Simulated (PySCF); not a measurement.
Al(SeH)3 (AlH₃Se₃), SMILES [Al]([SeH])([SeH])[SeH]. Atoms are numbered in the order given.

```xyz
7

Al     0.0201     0.0015     0.0038
Se    -2.2248    -0.6183    -0.0836
H     -1.9172    -1.9151     0.5751
Se     0.4966     2.2500    -0.3981
H      1.9367     1.9456    -0.6034
Se     1.6413    -1.6162     0.4605
H      2.6737    -0.5747     0.7012
```

Geometry: PBE-D3(BJ)/def2-SVP. One conformer was computed; it need not be the lowest.

Level of theory: PBE-D3(BJ)/def2-SVP run with PySCF.

Frequencies are harmonic and unscaled.

### Question
Give all harmonic wavenumbers and intensities. (Estimate from the structure and the level; the computed values follow.)

### Answer

```json
[
 {"mode": "1", "ν (cm⁻¹)": "69", "IR (km/mol)": "1.1", "moving atoms (share of kinetic energy)": "Se 91 %"},
 {"mode": "2", "ν (cm⁻¹)": "75", "IR (km/mol)": "3.6", "moving atoms (share of kinetic energy)": "Se 87 %"},
 {"mode": "3", "ν (cm⁻¹)": "131", "IR (km/mol)": "4.1", "moving atoms (share of kinetic energy)": "H 93 %"},
 {"mode": "4", "ν (cm⁻¹)": "142", "IR (km/mol)": "6.8", "moving atoms (share of kinetic energy)": "Al 83 %, Se 10 %"},
 {"mode": "5", "ν (cm⁻¹)": "192", "IR (km/mol)": "7.2", "moving atoms (share of kinetic energy)": "H 93 %"},
 {"mode": "6", "ν (cm⁻¹)": "201", "IR (km/mol)": "0.5", "moving atoms (share of kinetic energy)": "Se 95 %"},
 {"mode": "7", "ν (cm⁻¹)": "208", "IR (km/mol)": "6.6", "moving atoms (share of kinetic energy)": "H 98 %"},
 {"mode": "8", "ν (cm⁻¹)": "434", "IR (km/mol)": "77.1", "moving atoms (share of kinetic energy)": "Al 68 %, Se 20 %, H 12 %"},
 {"mode": "9", "ν (cm⁻¹)": "441", "IR (km/mol)": "59.2", "moving atoms (share of kinetic energy)": "Al 68 %, H 17 %, Se 14 %"},
 {"mode": "10", "ν (cm⁻¹)": "524", "IR (km/mol)": "0.7", "moving atoms (share of kinetic energy)": "H 98 %"},
 {"mode": "11", "ν (cm⁻¹)": "589", "IR (km/mol)": "17.0", "moving atoms (share of kinetic energy)": "H 84 %, Al 14 %"},
 {"mode": "12", "ν (cm⁻¹)": "607", "IR (km/mol)": "14.0", "moving atoms (share of kinetic energy)": "H 82 %, Al 15 %"},
 {"mode": "13", "ν (cm⁻¹)": "2353", "IR (km/mol)": "4.7", "moving atoms (share of kinetic energy)": "H 99 %"},
 {"mode": "14", "ν (cm⁻¹)": "2354", "IR (km/mol)": "8.3", "moving atoms (share of kinetic energy)": "H 99 %"},
 {"mode": "15", "ν (cm⁻¹)": "2357", "IR (km/mol)": "10.1", "moving atoms (share of kinetic energy)": "H 99 %"}
]
```
